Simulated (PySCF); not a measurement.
# `InChI=1S/CH5B2F/c2-1-3-4/h3H,1-2H2`

Molfile (atoms numbered from 1):
```
CH5B2F
     RDKit          3D

  9  8  0  0  0  0  0  0  0  0999 V2000
   -1.2009    0.2474   -0.4609 B   0  0  0  0  0  0  0  0  0  0  0  0
   -0.0568   -0.6322    0.1557 C   0  0  0  0  0  0  0  0  0  0  0  0
    1.1886    0.3117    0.3574 B   0  0  0  0  0  0  0  0  0  0  0  0
    2.0364    0.4782   -0.6370 F   0  0  0  0  0  0  0  0  0  0  0  0
   -1.3311    0.3170   -1.6203 H   0  0  0  0  0  0  0  0  0  0  0  0
   -1.9097    0.8573    0.2415 H   0  0  0  0  0  0  0  0  0  0  0  0
   -0.3564   -1.0425    1.1179 H   0  0  0  0  0  0  0  0  0  0  0  0
    0.2189   -1.4401   -0.5205 H   0  0  0  0  0  0  0  0  0  0  0  0
    1.4245    0.9092    1.3411 H   0  0  0  0  0  0  0  0  0  0  0  0
  1  2  1  0
  2  3  1  0
  3  4  1  0
  1  5  1  0
  1  6  1  0
  2  7  1  0
  2  8  1  0
  3  9  1  0
M  END
```

Theory: GIAO BHandHLYP/aug-pcSseg-1 magnetisability, rotational g tensor and spin-rotation constants, non-relativistic, gas phase in PySCF. Geometry: GFN2-xTB.

Question: What are the magnetisability and the molar susceptibility?

Answer: Isotropic -452 × 10⁻³⁰ J/T², or -27.2 × 10⁻⁶ cm³/mol; principal values -653, -443, -261 × 10⁻³⁰ J/T², anisotropy 339 × 10⁻³⁰ J/T² (root of half the summed squared differences of the principal values). The susceptibility is in cgs units.

Question: Split it along the inertial axes a, b, c into diamagnetic and paramagnetic parts about the centre of mass, with the quadrupole moment.

Answer: 
```csv
axis,χ (10⁻⁶ cm³/mol),diamagnetic (10⁻⁶ cm³/mol),paramagnetic (10⁻⁶ cm³/mol),summed x² of all electrons (Å²),quadrupole Θ (D Å)
a,-29.5,-126.8,97.4,58.0,-2.18
b,-25.6,-299.2,273.6,17.3,+1.15
c,-26.6,-319.5,292.8,12.6,+1.03
```
Anisotropies 2χaa − χbb − χcc = -6.7 and 2χbb − χaa − χcc = +4.9 × 10⁻⁶ cm³/mol. Θ is traceless in Buckingham's convention.

Question: And the rotational g tensor?

Answer: 
```tsv
axis	rotational constant (GHz)	g	nuclear part	electronic part
a	18.1896	-0.1318	0.7005	-0.8322
b	4.6865	-0.0467	0.5556	-0.6023
c	4.3161	-0.0408	0.5530	-0.5938
```
Asymmetric top; isotopes 11B, 12C, 19F, 1H; no vibrational averaging.
